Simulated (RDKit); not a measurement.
RDKit input (UFF):

```python
from rdkit import Chem
from rdkit.Chem import AllChem, rdDetermineBonds

mol = Chem.MolFromXYZFile('mol.xyz')
rdDetermineBonds.DetermineBonds(mol, charge=0)
print('SMILES', Chem.MolToSmiles(Chem.RemoveHs(mol)))
ff = AllChem.UFFGetMoleculeForceField(mol)
e0 = ff.CalcEnergy()
flag = ff.Minimize(maxIts=5000, forceTol=1e-5)
print(f'energy {e0:.4f} -> {ff.CalcEnergy():.4f} kcal/mol, converged: {flag == 0}')
print(Chem.MolToXYZBlock(mol))
```
mol.xyz:
```
8

F     -1.36357600     0.85510700    -0.91813800
C     -0.85669000    -0.02225300    -0.02148800
F     -1.40134000     0.28436800     1.17851900
F     -1.32293400    -1.24565800    -0.36291400
Ge     1.15959200     0.03012100     0.02908500
H      1.60906300    -0.99721200     1.07167900
H      1.56164500     1.45382400     0.42387900
H      1.65312300    -0.33131100    -1.37456400
```

Output:

```
SMILES F[C](F)(F)[GeH3]
energy 3.6756 -> -0.3244 kcal/mol, converged: True
8

F     -1.323272    0.890136   -0.950717
C     -0.862302   -0.022366   -0.021585
F     -1.362398    0.297623    1.225792
F     -1.281127   -1.290657   -0.374382
Ge     1.080920    0.028047    0.027071
H      1.596817   -0.996123    1.069846
H      1.549517    1.451466    0.422981
H      1.640729   -0.331141   -1.372947
```

The geometry given is a B3LYP-D3(BJ)/def2-TZVP minimum.
